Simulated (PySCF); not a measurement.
Core binding energy against partial charge

Compound: C7H8ClP.
Bonds: C1–P2, P2–C3, C3–C4 (aromatic), C4–C5 (aromatic), C5–C6 (aromatic), C6–Cl7, C6–C8 (aromatic), C8–C9 (aromatic), C3–C9 (aromatic). Hydrogens: H10, H11, H12 on C1; H13 on P2; H14 on C4; H15 on C5; H16 on C8; H17 on C9.

Binding energies: delta-SCF UKS SCAN, pcX-2 on the ionised atom, pcseg-1 elsewhere, spin-free X2C in PySCF 2.14.0. Charges: PBE0/pcSseg-1 ground-state density, for the ionised atom.

```csv
atom,environment,C 1s (eV),Mulliken (e),IAO (e),Hirshfeld (e),ESP (e)
C3,substituted aromatic carbon,290.24,-0.415,-0.193,-0.052,+0.184
C4,aromatic CH carbon,290.43,-0.039,-0.137,-0.045,-0.203
C1,sp3 carbon bound to phosphorus,290.48,-0.507,-0.596,-0.163,-0.066
C5,aromatic CH carbon,290.49,+0.059,-0.158,-0.057,-0.104
C6,aromatic C–Cl carbon,291.72,-0.240,-0.008,+0.017,-0.035
```

Problem. How well does each charge scheme correlate with the binding energies over these sites?

Solution. Hirshfeld: r = 0.60, slope 5.5 eV per e; IAO: r = 0.48, slope 1.3 eV per e; Mulliken: r = 0.04, slope 0.1 eV per e; ESP: r = -0.11, slope -0.5 eV per e. Hirshfeld charges have the highest r, on only 5 points.

Problem. The point-charge model writes a binding energy as kq + V + constant, with V the potential of the other atoms' charges at the site. What does it give with the Mulliken charges?

Solution. V = Σ 14.40 eV Å × q/r over all other atoms: +2.70 eV at C3, -1.14 eV at C4, +6.91 eV at C1, -1.80 eV at C5, +1.05 eV at C6. Fitting binding energy − V to q gives k = 13.9 eV per e and leaves an rms residual of 1.22 eV, against 0.53 eV for the fit on q alone. The model has no term for differences in relaxation between sites.

Isolated species at its PBE0-D3(BJ)/def2-SVP geometry (one conformer only).

Shape of the structure used: `[CH3:1][PH:2][c:3]1[cH:4][cH:5][c:6]([Cl:7])[cH:8][cH:9]1`: C1–P2–C3–C4 -96°.
